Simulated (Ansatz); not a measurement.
The same ligand exchange along the group B, Al, Ga.

Program: Ansatz. Geometries: PBE0-D4/def2-TZVP. ΔE: electronic, gas phase. CCSD(T)/CBS is the MP2 limit (def2-TZVPP, def2-QZVPP) plus CCSD(T) − MP2 in def2-TZVPP, frozen cores. This one scheme is used for every species. For Ga outer-core shells are correlated without core-valence functions, which leaves a few kJ/mol of doubt a bond. Scalar relativity is left out up to krypton. One conformer a species, not always the lowest.

(1) Order these by ΔE at CCSD(T)/CBS, lowest first. (Best estimate.)
A. `[SH][GaH][SH]` + CH₃OH → `C[O][GaH][SH]` + H₂S
B. `[SH][AlH][SH]` + CH₃OH → `C[O][AlH][SH]` + H₂S
C. `SBS` + CH₃OH → `COBS` + H₂S

Largest T1 diagnostic: 0.014, for `SBS`.

Results:

(1) C (-50.9 kJ/mol), B (-18.9 kJ/mol), A (+34.7 kJ/mol).
